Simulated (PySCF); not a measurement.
# One molecule, several mistakes: BCH5NSi

All numbers below are calculated, not measured. They come from PySCF 2.14.0, an open-source quantum chemistry program, on an isolated molecule that a program drew, which may never have been made. The molecule is BCH5NSi (charge 0, doublet), drawn as the SMILES string `C[SiH]B=N`.

Each row is a Hartree-Fock (HF) and frozen-core CCSD(T) single point in the cc-pV(D+d)Z basis, meant for a local HF minimum. Run 1 is clean. Each other run has one planted mistake out of seven kinds, and not every kind appears here: one electron removed, one electron added, multiplicity raised by two, geometry at a saddle point, minimal basis STO-3G, one bond length entered in bohr, all coordinates scaled. The reference is restricted for singlets and unrestricted otherwise, and also for a bond in bohr. Adding or removing an electron swaps singlet and doublet. Electrons count all cores. HOMO and LUMO are orbital energies over both spins, the gradient is its largest component, and the lowest frequency (negative if imaginary) is given only where the gradient is small. Bond lengths are over the 8 bonds as drawn. T1 is the CCSD diagnostic: over 0.02 (restricted) or 0.045 (unrestricted) a single reference is doubtful.

Geometry of the clean run:
```xyz
9
BCH5NSi, angstrom
C    -0.5065    1.8107   -1.4342
Si   -0.9721   -0.0159   -1.5183
B    -1.5946   -0.7508    0.2328
N    -1.9328   -1.2272    1.3157
H     0.2544    1.9825   -0.6698
H    -1.3803    2.4220   -1.1910
H    -0.1104    2.1485   -2.3946
H    -1.9772   -0.2765   -2.5764
H    -2.2125   -1.6091    2.1799
```

| run | electrons | basis functions | <S^2> | HOMO (eV) | LUMO (eV) | gradient (hartree/bohr) | lowest frequency (cm^-1) | mean bond (Å) | longest bond (Å) | T1 | HF (hartree) | CCSD(T) (hartree) | mistake |
|---|---|---|---|---|---|---|---|---|---|---|---|---|---|
| 1 | 37 | 90 | 0.758 | -8.74 | 1.33 | 1.9e-05 | 133 | 1.3577 | 1.998 | 0.0161 | -408.83746 | -409.36818 | no fault |
| 2 | 38 | 90 | 0.000 | -0.50 | 8.66 | 4.2e-02 | - | 1.3577 | 1.998 | 0.0147 | -408.81910 | -409.37842 | one electron added |
| 3 | 37 | 29 | 0.758 | -6.24 | 6.11 | 8.8e-02 | - | 1.3577 | 1.998 | 0.0164 | -404.00271 | -404.25105 | minimal basis STO-3G |
| 4 | 37 | 90 | 0.757 | -8.27 | 1.78 | 1.8e-01 | - | 1.2355 | 1.819 | 0.0137 | -408.74436 | -409.25765 | ? |

**Which mistake was planted in run 4, and what did it cost?**

The mean and the longest bond both change by the same factor, 0.910, and the gradient is no longer small. So the mistake is: all coordinates scaled. Subtracting run 1 and multiplying by 627.51 kcal/mol a hartree, the energy moved by 58.4 kcal/mol in HF and 69.4 kcal/mol in CCSD(T).

